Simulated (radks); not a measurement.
Q: Radial electron density D(r) = 4 pi r^2 rho(r) of an atom or ion with 46 electrons. Calculated with a radial shooting solver on a logarithmic mesh with Libxc functionals: Dirac Kohn-Sham, LDA (Slater exchange, Perdew-Wang correlation), spin-unpolarised, spherical densities, point nucleus.

| r (bohr) | D(r) (e/bohr) |
|---|---|
| 0.001234 | 1.817 |
| 0.001426 | 2.339 |
| 0.001646 | 3.003 |
| 0.001901 | 3.842 |
| 0.002196 | 4.898 |
| 0.002536 | 6.218 |
| 0.002905 | 7.754 |
| 0.003355 | 9.742 |
| 0.003875 | 12.16 |
| 0.004475 | 15.06 |
| 0.005168 | 18.50 |
| 0.005969 | 22.49 |
| 0.006893 | 27.04 |
| 0.007961 | 32.07 |
| 0.009194 | 37.47 |
| 0.01062 | 43.02 |
| 0.01226 | 48.43 |
| 0.01416 | 53.31 |
| 0.01622 | 57.07 |
| 0.01874 | 59.73 |
| 0.02164 | 60.77 |
| 0.02499 | 60.11 |
| 0.02886 | 58.05 |
| 0.03333 | 55.29 |
| 0.0385 | 52.92 |
| 0.04446 | 52.15 |
| 0.05134 | 53.96 |
| 0.0593 | 58.58 |
| 0.06848 | 65.13 |
| 0.07909 | 71.64 |
| 0.09134 | 75.57 |
| 0.1046 | 75.09 |
| 0.1208 | 69.84 |
| 0.1396 | 61.62 |
| 0.1612 | 54.12 |
| 0.1861 | 50.88 |
| 0.215 | 53.02 |
| 0.2483 | 58.00 |
| 0.2867 | 60.93 |
| 0.3311 | 57.67 |
| 0.3824 | 47.69 |
| 0.4417 | 34.56 |
| 0.5101 | 23.44 |
| 0.5891 | 17.67 |
| 0.6749 | 16.89 |
| 0.7794 | 18.21 |
| 0.9001 | 18.69 |
| 1.04 | 16.97 |
| 1.201 | 13.54 |
| 1.387 | 9.694 |
| 1.601 | 6.385 |
| 1.849 | 3.966 |
| 2.136 | 2.361 |
| 2.466 | 1.350 |
| 2.848 | 0.7327 |
| 3.29 | 0.3703 |
| 3.769 | 0.1782 |
| 4.353 | 0.07300 |
| 5.027 | 0.02574 |
| 5.805 | 0.007561 |
| 6.705 | 0.001785 |
| 7.743 | 0.0003256 |

What is the nuclear charge?

A: Z = 47. The innermost maximum, from 1s, lies near gamma/Z bohr with gamma = sqrt(1 - (Z/c)^2) = 0.939, here 0.02 bohr (found: 0.0220), and its height grows with Z. The density is that of the silver ion Ag+ in [Kr] 4d9.5 5s0.5; the configuration itself is not fixed sharply by these data, and Z only to a few units. D(r) has 4 maxima, at r = 0.0220, 0.0966, 0.289, 0.872 bohr, and minima at 0.0434, 0.188, 0.648 bohr, inside which lie 2.04, 11.14, 29.05 electrons.
